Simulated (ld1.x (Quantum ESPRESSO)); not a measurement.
## What one change does to a pseudopotential (Ca (Z = 20), TM)

ld1.x (Quantum ESPRESSO) 7.5 input, shortened:

```
&input
   title='Ca', zed=20., rel=1, dft='PBE', iswitch=3,
   config='[Ar] 3d0 4s2 4p0'
 /
 &inputp
   pseudotype=2, tm=.true., lloc=1,
   nlcc=.true., rcore=1.45
 /
3
4S  1  0   2.00   0.00  3.40  3.40  0.0
3D  3  2   0.00   0.00  3.00  3.00  0.0
3P  2  1   6.00   0.00  1.65  1.65  0.0
 &test
   configts(1)='3p6 3d0 4s2 4p0'
 /
```

Change: functional Wu–Cohen.

Cutoffs: the cutoffs (Ry, on a coarse ladder) from which the occupation-weighted sum of valence levels, in a spherical-Bessel basis at the reference potential, stays within 10 and 1 mRy of its value at 400 Ry; they do not see the model core or the augmentation charge, which bear on the density cutoff. Errors are all-electron minus pseudo energies relative to the spin-unpolarised reference configuration.

Task: How do hardness, ghosts and transferability respond?

Result: The potential gets neither clearly harder nor softer (30 Ry and 50 Ry → 30 Ry and 50 Ry); both files keep a bound ghost (s); of the 7 tests that both files solve, the error grows in 1 and shrinks in 2 by more than 15 % and 0.3 meV (median size 9.0 → 8.0 meV).

| quantity | base | changed |
| --- | --- | --- |
| cutoff, loose | 30 Ry | 30 Ry |
| cutoff, tight | 50 Ry | 50 Ry |
| bound ghosts | s | s |
| error for 3p6 3d0 4s1 4p0, meV [ΔE 6.31 → 6.30 eV] | +1.8 | +1.2 |
| error for 3p6 3d0 4s0 4p0, meV [ΔE 18.13 → 17.92 eV] | +2.9 | -4.1 |
| error for 3p6 3d0 4s1.5 4p0, meV [ΔE 2.50 eV] | +0.4 | +0.3 |
| error for 3p6 3d1 4s1 4p0, meV [ΔE 2.28 → 2.27 eV] | +21 | +20 |
| error for 3p6 3d0 4s1 4p1, meV [ΔE 2.42 eV] | +9.0 | +8.0 |
| error for 3p6 3d0.5 4s1.5 4p0, meV [ΔE 1.05 → 1.05 eV] | +9.3 | +8.6 |
| error for 3p6 3d0 4s0 4p1, meV [ΔE 9.36 → 9.29 eV] | +16 | +9.8 |
| s: phases at 3.71 bohr within 0.05 rad from the reference energy up to (Ry; the scan ends near 5) | 1.3 | n/a |
| p: phases at 3.71 bohr within 0.05 rad from the reference energy up to (Ry; the scan ends near 5) | 2.6 | 2.6 |
| d: phases at 3.71 bohr within 0.05 rad from the reference energy up to (Ry; the scan ends near 5) | 0.6 | 0.6 |

 A true bound ghost makes a file unfit for plane-wave use even where its test errors are small: the radial tests pick states by their node count and pass the ghost by.
